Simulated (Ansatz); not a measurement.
Abridged output of a molecular run in Ansatz:

```
Functional definition: HF
929 factors; integrals over basis functions are off by at most 1.2e-3 eV
mean field evaluation 1: about -51099.4291 eV, gradient 4.3e1 eV
mean field evaluation 2: about -51099.5223 eV, gradient 4.3e1 eV
mean field evaluation 4: about -51103.3044 eV, gradient 2.4e0 eV
mean field evaluation 8: about -51103.3425 eV, gradient 2.4e-1 eV
mean field -51103.34264006 eV, -1878.0132029326 hartree, gradient 2.5e-6 eV, S^2 0.000000; 0 other end points of the search recorded, 0 dependent functions left out
11 core orbitals not correlated: weight in the atoms' cores, before any rotation towards them, 1.000 or more for the frozen orbitals, at most 0.000 for the correlated occupied ones
reference -51103.34264006 eV, -1878.0132029326 hartree; 11, 11 occupied and 118, 118 virtual orbitals, 929 factors
second order -22.31782926 eV of doubles, -0.00000000 eV of singles
cycle   1  -20.48552482 eV  change     1.8e0 eV  update   1.4e-1
cycle   2  -21.22967488 eV  change   -7.4e-1 eV  update   5.2e-2
cycle   3  -21.38467604 eV  change   -1.6e-1 eV  update   2.3e-2
cycle   4  -21.34067122 eV  change    4.4e-2 eV  update   5.1e-3
cycle   5  -21.33987191 eV  change    8.0e-4 eV  update   1.6e-3
cycle   6  -21.34196060 eV  change   -2.1e-3 eV  update   6.0e-4
cycle   7  -21.34177074 eV  change    1.9e-4 eV  update   2.0e-4
cycle   8  -21.34174478 eV  change    2.6e-5 eV  update   7.2e-5
cycle   9  -21.34178720 eV  change   -4.2e-5 eV  update   2.1e-5
cycle  10  -21.34178859 eV  change   -1.4e-6 eV  update   7.4e-6
perturbative correction -0.76932365 eV, -0.0282721228 hartree
Total energy: -51125.45375231 eV, -1878.8257713201 hartree
```

Its atoms:

```xyz
4

B    -0.1398    0.8698   -0.0598
O    -0.5711    0.9002    1.0586
Zn    0.4336   -2.6396    0.1572
H     0.2774    0.8696   -1.1559
```

Question: Which basis set was used?
A. def2-QZVPP
B. cc-pV(Q+d)Z
C. def2-TZVPP
D. cc-pV(D+d)Z

Answer: C. It gives 140 functions.

Question: Write the keys of the input that set method, charge and spin (a neutral closed shell needs none for the last two).

Answer: 
```yaml
correlation: {method: ccsd_t, frozen_orbitals: {B: 1, H: 0, O: 1, Zn: 9}}
```
